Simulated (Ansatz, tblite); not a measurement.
Removing and adding an electron: Hg3Se4 (the lowest singlet isomer of a short search). Charge 0, multiplicity 1. Geometry: PBE-D4/def2-SVP. Ansatz, gas phase; energy differences of separate SCF runs; the oxidised species was run as a doublet alone; the reduced species was run as a doublet alone.

```xyz
7

Hg    1.6455   -1.3951    0.5942
Hg    0.3774    0.3311   -1.9534
Hg   -1.0356    0.2300    1.7152
Se    1.9603   -1.6270   -1.8900
Se   -1.1692    2.2402   -1.3819
Se   -2.6906    1.0305   -0.0118
Se    0.9123   -0.8096    2.9276
```

In the def2 sets Hg takes a core potential; there is no spin–orbit coupling. The xTB rows come from tblite. HOMO above LUMO, or a gap near zero within one spin, warns that the state may not be the lowest or that an electron is smeared out. The structure comes from a short search, and lower isomers may exist.

```tsv
level	−HOMO (eV)	vertical IE (eV)	−LUMO (eV)	vertical EA (eV)	HOMO–LUMO gap (eV)	IE − EA (eV)	remarks
GFN1-xTB	10.23	12.77	7.58	5.34	2.65	7.43	–
GFN2-xTB	11.30	13.29	9.11	7.30	2.19	5.99	–
PBE-D4/def2-SVP	5.54	7.65	3.23	1.29	2.31	6.36	HOMO above zero (-1 doublet), gap within one spin near zero (+1 doublet), gap within one spin near zero (-1 doublet)
PBE0-D4/def2-SVP	6.53	8.06	2.55	1.19	3.98	6.87	HOMO above zero (-1 doublet)
```

Relaxing the reduced species (PBE-D4/def2-SVPD) changes its energy by -0.52 eV at PBE-D4/def2-SVP, so the adiabatic electron affinity to this nearest minimum is 1.81 eV. On the way the bond Se5–Se6 breaks. At PBE0-D4/def2-SVP it is 1.86 eV.     A HOMO above zero means that the electron is unbound at that level or that self-interaction error raises the level; the energy of removing that electron tells which. Raw xTB energy differences between charge states are shifted by several eV; the methods need an empirical correction for them. Sets without diffuse functions give affinities that are too small.
